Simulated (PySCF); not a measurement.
An unknown is described by computed data only.

Elements present: C, F, H and O. Monoisotopic mass: 150.0129 u.

| Quantity | Value |
| --- | --- |
| 1H NMR | chemical shifts (computed TMS as zero) by class: 8.43 (1 H), 6.76 (1 H), 5.11 (2 H) ppm [GIAO PBE0/pcSseg-1] |
| Dipole | 4.70 D [PBE0/def2-SVPD] |
| Polarisability | 69.8 au [PBE0/def2-SVPD] |
| UV, first state | lowest singlet excitation: 5.05 eV (246 nm, f = 0.004) [TDDFT PBE0/def2-SVPD] |
| Triplet | lowest triplet excitation (Tamm–Dancoff): 3.72 eV [TDA PBE0/def2-SVPD] |
| NMR, other nuclei | isotropic shieldings of nuclei other than C and H, by class: -75 (1 O), 122 (1 O), 172 (1 O), 272 (2 F) ppm [GIAO PBE0/pcSseg-1] |
| UV, strongest line | among the 6 lowest singlet transitions: S2 at 5.91 eV (210 nm, f = 0.251) [TDDFT PBE0/def2-SVPD] |
| 13C NMR | chemical shifts (computed TMS as zero) by class: 171.1 (1 C), 150.6 (1 C), 133.0 (1 C), 120.4 (1 C), 70.3 (1 C) ppm [GIAO PBE0/pcSseg-1] |
| Rotational structure | rotational constants A, B, C: 2.954, 0.872, 0.751 GHz [GFN2-xTB] |

The electronic properties come from PySCF, for the isolated species, density fitting. Levels stand in brackets. One conformer (not necessarily the lowest) at the GFN2-xTB geometry, without solvent, vibrations or thermal averaging. NMR classes are plain means over equivalent atoms (diastereotopic ones count apart unless rotation or inversion swaps them), as if these changed places fast.

Question: Which formula fits the mass and the elements?

Answer: C5H4F2O3 (calculated 150.0129). No other formula that holds each of these elements comes within 0.0003 u with a fitting electron parity and a possible valence count.

Question: Propose a structure and show how it fits.

Answer: Numbering: `[O:1]=[C:2]1[O:3][CH2:4][CH:5]=[C:6]1[O:7][CH:8]([F:9])[F:10]`. Its formula, C5H4F2O3, gives 3 degrees of unsaturation: 1 ring and 2 π bonds in the structure found. 5 carbons fall into 5 classes; from least to most shielded: ester carbonyl carbon [C2] (171.1 ppm), vinylic carbon bearing oxygen [C6] (150.6 ppm), alkene CH carbon [C5] (133.0 ppm), CHF2 carbon [C8] (120.4 ppm), ring sp3 carbon bound to oxygen [C4] (70.3 ppm). Hydrogen classes from least to most shielded: 1 H on a CHF2 carbon, C8 (8.43 ppm), 1 H on an alkene CH carbon, C5 (6.76 ppm), 2 H on an sp3 carbon bound to oxygen, C4 (5.11 ppm). The other shieldings belong to: -75 ppm, ester carbonyl oxygen [O1]; 122 ppm, ester single-bonded oxygen [O3]; 172 ppm, ether oxygen [O7]; 272 ppm, fluorine of a CF2 group [F9/F10]. S1 is mainly HOMO−1→LUMO (weight 0.84); the largest Löwdin shares of the orbital it empties are 0.57 on the ester carbonyl oxygen, 0.09 on the ester carbonyl carbon, 0.09 on the vinylic carbon bearing oxygen and 0.07 on the ester single-bonded oxygen, of the orbital it fills 0.27 on the alkene CH carbon, 0.18 on the vinylic carbon bearing oxygen, 0.17 on the ester carbonyl carbon and 0.15 on the ester carbonyl oxygen. The optimised geometry has point group C1 and is an asymmetric top. Structure: `O=C1OCC=C1OC(F)F`. Computed isomers that give other values at the same levels: `Oc1ccc(OC(F)F)o1` (13C chemical shifts (computed TMS as zero) by class: 157.7 (1 C), 150.1 (1 C), 121.4 (1 C), 94.5 (1 C), 86.5 (1 C) ppm); `COC(=O)C1=CC(F)(F)O1` (13C chemical shifts (computed TMS as zero) by class: 168.9 (1 C), 163.8 (1 C), 127.7 (1 C), 127.4 (1 C), 54.6 (1 C) ppm); `FC(F)OC1=COC=CO1` (13C chemical shifts (computed TMS as zero) by class: 154.3 (1 C), 135.9 (1 C), 133.2 (1 C), 120.2 (1 C), 120.0 (1 C) ppm). The assignments are read from this structure; whether some other isomer fits the data as well wasn't checked.

The values belong to the conformer `[O:1]=[C:2]1[O:3][CH2:4][CH:5]=[C:6]1[O:7][CH:8]([F:9])[F:10]`: C5–C6–O7–C8 164°, C6–O7–C8–F9 169°.
